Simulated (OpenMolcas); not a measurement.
Ti2+: Racah parameters, the spin-orbit constant, worked from levels

- Program: OpenMolcas
- Basis: ANO-R2 [6s5p4d2f1g]
- Scalar Hamiltonian: X2C, finite nucleus
- Active space: 2 electrons in 10 orbitals (3d 4d)
- State averaging: 2S+1 = 3 even, 10 roots; 2S+1 = 1 even, 15 roots
- Spin-orbit coupling: RASSI with atomic mean-field integrals over the reference wave functions, term energies averaged over their components

Methods: CASSCF; SS-CASPT2, IPEA 0.25 Eh, imaginary shift 0.1 Eh (closed shells correlated: 3s 3p). Measured levels: Corliss and Sugar, J. Phys. Chem. Ref. Data 8, 1 (1979).

**Racah parameters.** Above 3F, d2 has 3P at 15B, 1G at 12B + 2C and 1D at 5B + 2C. The first two fix B and C, and the third tests them; where it misses by thousands of cm-1, two parameters do not describe the configuration (Trees and configuration-interaction terms are left out) and B and C hang on the terms chosen. Term energies are centres of gravity, weighted by 2J + 1.

| Source | 3P | 1G | B | C | C/B | 1D from B, C | 1D found |
| --- | --- | --- | --- | --- | --- | --- | --- |
| CASSCF | 12868 | 16381 | 858 | 3043 | 3.55 | 10376 | 10545 |
| SS-CASPT2 | 10827 | 14369 | 722 | 2854 | 3.95 | 9318 | 7913 |
| measured | 10420 | 14156 | 695 | 2910 | 4.19 | 9295 | 8232 |

Energies in cm-1. From CASSCF to SS-CASPT2, B changes by -15.9 % and C by -6.2 %. Against the measured terms, SS-CASPT2 has B off by +3.9 % and C by -1.9 %.

**The spin-orbit constant.** For the Hund term 3F of d2, E(J) = (A/2) J(J+1) + constant and ζ = 2S·A = 2A. From J = 2 to J = 4 the energy changes by 7 A.

```csv
Source,E(4) - E(2),A,ζ
CASSCF,435.2,62.2,124
SS-CASPT2,436.1,62.3,125
measured,420.4,60.1,120
```

All in cm-1. SS-CASPT2 is off by +3.7 % and CASSCF by +3.5 %. Both methods take the spin-orbit matrix elements from the reference wave functions, so the second can move ζ only through the term energies and any multistate remixing. Second-order mixing with other terms is absorbed into this ζ.

CASPT2 does not keep the components of a term degenerate, so their means are used; among the terms shown or strongly mixed into the levels shown the widest spread is 700 cm-1 (3d2 1G, SS-CASPT2). Active for correlation alone: 4d; no level in the range computed is led by a configuration that fills it, so any true level of that kind is missing. Without dynamic correlation excited terms often stand tens of per cent too high (terms of higher spin than the ground term too low), and those without a measured partner can miss by more than the paired ones (holds for CASSCF). Computed and measured levels are paired by configuration, term and J; levels that our copy of the source lacks, or whose pairing is in doubt (as where it misses far off the trend of its configuration), stay unpaired and out of the deviations. Levels of configurations outside the active space are missing.
